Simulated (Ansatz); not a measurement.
Two members of one family (Oligo(thiophene)), computed with Ansatz in the gas phase. Binding counts from free atoms in the multiplicity of their measured ground term, without zero-point energy. Sets without diffuse functions give affinities that are too small. A dash marks a value that wasn't run or was left out as unsound. The structures are stationary points that may keep the symmetry of their start. Remarks come from the PBE and PBE0 runs and from stability tests at other levels; not every state was tested. A HOMO above zero means that the electron is unbound at that level and held by the basis, or that self-interaction error raises the level; the energy of removing that electron tells which.

First: c1csc(-c2ccc(-c3ccc(-c4cccs4)s3)s2)c1 (singlet, charge 0, PBE-D4/def2-SVP geometry).

```
atom   x (Å)   y (Å)   z (Å)
  C1  -4.730  -4.774  -1.713
  C2  -3.899  -5.656  -1.047
  S3  -2.500  -4.858  -0.415
  C4  -3.020  -3.306  -1.037
  C5  -2.239  -2.105  -0.838
  C6  -2.524  -0.809  -1.273
  C7  -1.539   0.137  -0.907
  C8  -0.477  -0.411  -0.184
  C9   0.692   0.241   0.349
 C10   1.756  -0.301   1.073
 C11   2.737   0.653   1.434
 C12   2.446   1.946   0.996
 C13   3.201   3.165   1.171
 C14   2.908   4.454   0.729
 C15   3.895   5.413   1.092
 C16   4.939   4.858   1.810
 S17   4.722   3.156   2.042
 S18   0.928   1.963   0.123
 S19  -0.722  -2.132   0.036
 C20  -4.236  -3.441  -1.710
 H21  -5.671  -5.078  -2.192
 H22  -4.026  -6.735  -0.893
 H23  -3.429  -0.560  -1.843
 H24  -1.593   1.205  -1.160
 H25   1.814  -1.368   1.331
 H26   3.646   0.414   2.004
 H27   2.000   4.693   0.156
 H28   3.840   6.479   0.834
 H29   5.829   5.352   2.217
 H30  -4.751  -2.595  -2.185
```

| level | HOMO (eV) | LUMO (eV) | gap (eV) | vertical IE (eV) | vertical EA (eV) | vertical triplet (eV) | binding per atom (eV) |
| --- | --- | --- | --- | --- | --- | --- | --- |
| PBE-D4/def2-SVP | -4.53 | -2.65 | 1.88 | – | – | – | 5.39 |
| PBE-D4/def2-TZVP | -4.58 | -2.75 | 1.82 | 6.31 | 1.15 | 1.64 | 5.32 |
| r2SCAN-D4/def2-TZVP | -4.68 | -2.72 | 1.96 | – | – | – | 5.13 |
| PBE0-D4/def2-SVP | -5.34 | -2.11 | 3.22 | – | – | – | 5.24 |
| PBE0-D4/def2-TZVP | -5.31 | -2.16 | 3.15 | 6.48 | 1.09 | 1.78 | 5.18 |

Remarks: HOMO above zero (-1 doublet).

Second: c1csc(-c2ccc(-c3ccc(-c4ccc(-c5cccs5)s4)s3)s2)c1 (singlet, charge 0, PBE-D4/def2-SVP geometry).

```xyz
37

C    -1.853    2.296   -8.180
C    -2.188    3.632   -8.063
S    -2.095    4.174   -6.422
C    -1.595    2.591   -5.859
C    -1.329    2.359   -4.459
C    -1.405    3.248   -3.386
C    -1.068    2.665   -2.143
C    -0.727    1.314   -2.235
C    -0.329    0.402   -1.194
C     0.004   -0.952   -1.280
C     0.350   -1.530   -0.036
C     0.290   -0.631    1.032
C     0.571   -0.851    2.427
C     0.491    0.045    3.496
C     0.836   -0.527    4.742
C     1.194   -1.873    4.656
C     1.610   -2.759    5.721
C     2.034   -2.424    7.007
C     2.359   -3.557    7.802
C     2.188   -4.753    7.128
S     1.612   -4.499    5.516
S     1.104   -2.421    2.995
S    -0.205    0.953    0.467
S    -0.831    0.775   -3.900
C    -1.516    1.703   -6.932
H    -1.850    1.759   -9.138
H    -2.488    4.334   -8.851
H    -1.699    4.299   -3.512
H    -1.071    3.210   -1.189
H    -0.006   -1.503   -2.230
H     0.639   -2.581    0.092
H     0.176    1.090    3.367
H     0.807    0.017    5.696
H     2.128   -1.384    7.348
H     2.718   -3.499    8.839
H     2.366   -5.774    7.488
H    -1.220    0.651   -6.810
```

Q: Estimate the same table for the second.

A: 
| level | HOMO (eV) | LUMO (eV) | gap (eV) | vertical IE (eV) | vertical EA (eV) | vertical triplet (eV) | binding per atom (eV) |
| --- | --- | --- | --- | --- | --- | --- | --- |
| PBE-D4/def2-SVP | -4.47 | -2.77 | 1.70 | – | – | – | 5.43 |
| PBE-D4/def2-TZVP | -4.50 | -2.86 | 1.64 | 6.06 | 1.43 | 1.50 | 5.36 |
| r2SCAN-D4/def2-TZVP | -4.60 | -2.83 | 1.77 | – | – | – | 5.17 |
| PBE0-D4/def2-SVP | -5.24 | -2.26 | 2.98 | – | – | – | 5.28 |
| PBE0-D4/def2-TZVP | -5.21 | -2.30 | 2.91 | 6.26 | 1.34 | 1.68 | 5.22 |

Remarks: HOMO above zero (-1 doublet).
